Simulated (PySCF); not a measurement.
## How the method changes the constants of CdH

State: ²Σ⁺ (doublet), unpaired electrons σ ↑. Set-up: basis Cd x2c-TZVPPall, H x2c-TZVPPall; spin-free X2C with a Gaussian nucleus; PySCF 2.14. De refers to Cd + H in their ground configurations, without counterpoise correction. The functionals are run spin-unrestricted. A positive dipole means Cd(−)H(+).

```json
{"Level": "UHF", "Re (Å)": "1.781", "ωe (cm⁻¹)": "1490", "De (eV)": "0.65", "μ (D)": "-0.94"}
{"Level": "UHF-MP2", "Re (Å)": "1.710", "ωe (cm⁻¹)": "1567", "De (eV)": "0.56", "μ (D)": "n/a"}
{"Level": "UHF-SCS-MP2", "Re (Å)": "1.724", "ωe (cm⁻¹)": "1551", "De (eV)": "0.61", "μ (D)": "n/a"}
{"Level": "UHF-CCSD", "Re (Å)": "1.747", "ωe (cm⁻¹)": "1472", "De (eV)": "0.80", "μ (D)": "n/a"}
{"Level": "UHF-CCSD(T)", "Re (Å)": "1.746", "ωe (cm⁻¹)": "1457", "De (eV)": "0.78", "μ (D)": "n/a"}
{"Level": "PBE", "Re (Å)": "1.787", "ωe (cm⁻¹)": "1335", "De (eV)": "0.78", "μ (D)": "-0.56"}
{"Level": "r²SCAN", "Re (Å)": "1.766", "ωe (cm⁻¹)": "1410", "De (eV)": "1.00", "μ (D)": "-0.63"}
{"Level": "M06-L", "Re (Å)": "1.805", "ωe (cm⁻¹)": "1325", "De (eV)": "0.68", "μ (D)": "-0.85"}
{"Level": "TPSSh", "Re (Å)": "1.777", "ωe (cm⁻¹)": "1401", "De (eV)": "1.03", "μ (D)": "-0.69"}
{"Level": "r²SCANh", "Re (Å)": "1.764", "ωe (cm⁻¹)": "1425", "De (eV)": "1.01", "μ (D)": "-0.66"}
{"Level": "PBE0", "Re (Å)": "1.768", "ωe (cm⁻¹)": "1427", "De (eV)": "0.85", "μ (D)": "-0.66"}
{"Level": "M06", "Re (Å)": "1.819", "ωe (cm⁻¹)": "1258", "De (eV)": "0.53", "μ (D)": "-0.79"}
{"Level": "ωB97X", "Re (Å)": "1.766", "ωe (cm⁻¹)": "1455", "De (eV)": "0.74", "μ (D)": "-0.78"}
```

Which functional lies closest to UHF-CCSD(T) in De, which farthest, and by how much do they differ from it?

Closest is PBE (+4.1 pm in Re, -8.4 % in ωe, +0.00 eV in De against UHF-CCSD(T) in the same basis), farthest TPSSh (+3.1 pm in Re, -3.8 % in ωe, +0.25 eV in De). CCSD(T) converges more slowly with the basis than the functionals do and binds too weakly in this one, so the order can change at the basis-set limit.

What does a quarter of exact exchange do here, going from PBE to PBE0?

PBE0 less PBE: -1.9 pm in Re, +6.9 % in ωe, +0.07 eV in De. Exact exchange removes part of the self-interaction that spreads semilocal densities, and in most molecules shortens and stiffens the bond and lowers De; here De goes the other way.

What does the step from GGA to meta-GGA do here, going from PBE to r²SCAN?

r²SCAN less PBE: -2.1 pm in Re, +5.6 % in ωe, +0.22 eV in De. 

Correlated steps freeze 14 core orbitals. Spin–orbit coupling is left out. The state is the lowest determinant that a PBE0 search found; another state may lie lower at other levels.

The whole job (state search and all levels along the bond) took about 24 min on 1 thread of Arm Neoverse V1 (shared host), peak memory 2.7 GiB.
